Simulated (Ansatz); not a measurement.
Ansatz (a program for electronic structure) input (PBE/LANL2DZ): The .json file is the Basis Set Exchange's LANL2DZ.

Ansatz 0.2 input:
```yaml
crystal:
  periodic: [false, false, false]
  atoms:
    - {symbol: F, position_ang: [1.72715667, -0.68083241, 0.03696662]}
    - {symbol: S, position_ang: [0.19289089, 0.32406552, 0.04439435]}
    - {symbol: F, position_ang: [-1.42173473, 1.19395524, 0.03332705]}
    - {symbol: F, position_ang: [-0.64833907, -1.08923931, -0.14921696]}
basis:
  gaussian:
    orbitals: LANL2DZ.json
hamiltonian:
  xc: {name: PBE}
total_charge: -1
output: {forces: true}
```

From the last part of the output:

```
WARN ansatz: RAYON_NUM_THREADS=1 ignored (pool sized by the plan → 1); use --threads N
Functional definition: PBE
integrals: 0.01 GiB planned
379 factors; integrals over basis functions are off by at most 1.9e-4 eV
mean field: 0.06 GiB planned
mean field evaluation 1: about -8417.5472 eV, gradient 1.9e1 eV
mean field evaluation 2: about -8414.0191 eV, gradient 4.8e1 eV
mean field evaluation 4: about -8418.7616 eV, gradient 1.1e0 eV
mean field evaluation 8: about -8418.7589 eV, gradient 8.1e-2 eV
mean field evaluation 16: about -8418.7589 eV, gradient 3.5e-5 eV
mean field -8418.75892659 eV, -309.3836841124 hartree, gradient 3.5e-5 eV, S^2 0.000000; 0 other end points of the search recorded, 0 dependent functions left out
the calculation of the forces begins
reference -8418.75893978 eV, -309.3836845972 hartree; 17, 17 occupied and 18, 18 virtual orbitals, 379 factors
Total energy: -8418.75893978 eV, -309.3836845972 hartree
Atom 0 at     1.727157    -0.680832     0.036967 Å, force     1.940962    -1.225519    -0.004792 eV/Å
Atom 1 at     0.192891     0.324066     0.044394 Å, force     2.352007     3.951480     0.541321 eV/Å
Atom 2 at    -1.421735     1.193955     0.033327 Å, force    -2.002409     1.122286    -0.009350 eV/Å
Atom 3 at    -0.648339    -1.089239    -0.149217 Å, force    -2.290561    -3.848247    -0.527179 eV/Å
Dipole moment:     0.051092     0.085837     0.011759 e Å
```

The dipole moment of an ion depends on the origin.
